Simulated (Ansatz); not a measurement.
Ideal-gas functions of ClF$_{2}$HOZr (`[OH][Zr]([F])([F])[Cl]`) at 500 K and 1 bar, from an Ansatz frequency run at PBE0-D4/def2-TZVP.

Molar mass 181.68 g/mol, point group Cs (symmetry number 1), electronic degeneracy 1, moments of inertia 178.73, 295.551, 297.387 u Å². Harmonic wavenumbers (cm⁻¹, unscaled): 125, 132, 164, 175, 176, 225, 255, 406, 671, 676, 756, 3993.

Use S(trans) = R[1.5 ln M + 2.5 ln T − 1.1517]; rotational temperatures θ = 24.2544 K / I; S(rot) = R[ln(√π/σ · √(T³/θAθBθC)) + 1.5]; for each mode x = 1.438777 ν̃/T, S = R[x/(eˣ − 1) − ln(1 − e⁻ˣ)] and H = RT x/(eˣ − 1); 1 cm⁻¹ = 0.0119627 kJ/mol; R = 8.31446 J/(mol·K).

Q: By hand: the entropy, in J/(mol·K).

A: Translation 184.5. Rotation: θ = 0.1357, 0.0821, 0.0816 K, giving 123.9. Vibration, mode by mode: 16.86, 16.41, 14.63, 14.11, 14.06, 12.07, 11.07, 7.48, 4.03, 3.98, 3.32, 0.00, in all 118.0. Electronic 0.0. Sum 426.4 J/(mol·K).

Q: By hand: H − E and G − E in kJ/mol, counted from the electronic energy.

A: Zero-point energy ½ × 7754 × 0.0119627 = 46.4; thermal vibration 28.3; translation, rotation and pV give 4 RT = 16.6. H − E = 91.3 kJ/mol, and G − E = 91.3 − 500 × 426.4/1000 = -121.9 kJ/mol.

Vibration gives 28 % of the entropy, 33.3 J/(mol·K) of it from the modes under 150 cm⁻¹: soft modes count most, and the harmonic formula is weakest for them. The sum counts one conformer and one mirror image; others add a mixing term.
